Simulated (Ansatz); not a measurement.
Basis-set extrapolation for C2H5ClFNSi, SMILES `C=N[SiH](F)CCl` (PBE0-D4/def2-TZVP geometry, frozen core, Ansatz). Multiplicity 1, RHF reference.

```json
{"": "HF", "def2-TZVPP": "-981.167660", "def2-QZVPP": "-981.200735"}
{"": "MP2 correlation", "def2-TZVPP": "-1.080620", "def2-QZVPP": "-1.169575"}
{"": "CCSD(T) correlation", "def2-TZVPP": "-1.173076", "def2-QZVPP": "not run"}
```

Energies in hartree. Use E(X) = E(∞) + A·exp(−7.88·√X) for Hartree–Fock and E(X) = E(∞) + B·X^(−2.97) for correlation, with X = 3 and 4, and add CCSD(T) minus MP2 of the smaller set to the MP2 limit.

Question: What is the CCSD(T) energy at the basis-set limit?

Answer: HF limit: -981.200735 + (-0.033075) × 0.13774 = -981.20529. MP2 limit: -1.169575 + (-0.088955) × 0.74074 = -1.23547. Higher-order term: -1.173076 − (-1.080620) = -0.09246. Total: -982.53322 hartree, 120.8 kcal/mol below CCSD(T)/def2-TZVPP.
